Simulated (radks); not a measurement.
The numbers below are computed, except where a source is named.
Spherical quantum dot in the effective-mass picture: electrons in a parabolic well V = omega^2 r^2 / 2 with omega = 2.39, with a point charge +1 (a donor) at the centre, all in effective atomic units (hartree* = m*/eps^2 hartree, bohr* = eps/m* bohr), one dielectric constant everywhere. Level of theory: non-relativistic Kohn-Sham, LDA (Slater exchange, Perdew-Wang correlation), spin-polarised, spherical densities (a radial shooting solver with Libxc functionals). Levels are named by radial order and angular momentum (1s, 1p, 1d, 2s, ...), and open shells are averaged over m.

N = 3, configuration 1s2 1p(up 1, down 0). This is the lowest configuration that the search found. Occupied and some empty levels:

level,occupation,eigenvalue (hartree*),<r> (bohr*)
1s up,1,4.4542,0.6849
1s down,1,4.5577,0.6811
1p up,1,7.0938,0.9766
1p down,0,7.2197,0.9776
2s up,0,9.0942,1.076
2s down,0,9.1821,1.081
1d up,0,9.4618,1.179
1d down,0,9.5810,1.183
1f up,0,11.808,1.346
1f down,0,11.911,1.352

Energy (hartree*): total 11.5116, kinetic 7.0547, external 1.1759, Hartree 5.1937, exchange-correlation -1.9127.
